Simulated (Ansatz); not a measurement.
Total energies of BiH2Me (CH₅Bi) from Ansatz at CCSD(T)/def2-TZVPD, gas phase (1 Eh = 27.2114 eV = 2625.5 kJ/mol). The reference geometry is relaxed at PBE-D4/def2-TZVP.

Cartesian coordinates in Å:
```
Bi -1.468 -0.068 -0.180
H -1.021 -1.384 -1.341
H -1.343 -1.242 1.193
C 0.709 0.591 0.056
H 1.010 1.111 -0.861
H 1.344 -0.284 0.223
H 0.769 1.276 0.909
```

| state | geometry | energy (Eh) |
| --- | --- | --- |
| charge 0 singlet | reference | -254.95711 |
| charge -1 doublet | reference | -254.92344 |
| free Bi atom (quartet) | – | -213.94412 |
| free H atom (doublet) | – | -0.49981 |
| free C atom (triplet) | – | -37.78136 |

In the def2 sets Bi takes a core potential; there is no spin–orbit coupling. Correlated methods freeze 5 core orbitals; core or outer-core shells of Bi are correlated, in sets that lack core-valence functions.

Task: Work out the vertical electron affinity, to the doublet.

Result: E(charge 0 singlet) − E(charge -1 doublet) = -254.95711 − (-254.92344) = -0.03367 Eh = -0.92 eV; negative, so the extra electron isn't bound.

Task: What is the binding energy per atom against free atoms?

Result: Atoms: 1 × (-213.94412) + 5 × (-0.49981) + 1 × (-37.78136) = -254.22453 Eh. Binding: -254.22453 − (-254.95711) = 0.73258 Eh = 19.93 eV, or 2.85 eV for each of 7 atoms (no zero-point energy, no counterpoise term).

At CCSD(T)/def2-TZVPD the highest occupied level of the charge -1 doublet lies above zero (up to 1.32 eV). By energy differences it is unbound by 0.92 eV (vertical, against the charge 0 singlet, at CCSD(T)/def2-TZVPD) and held by the finite basis.
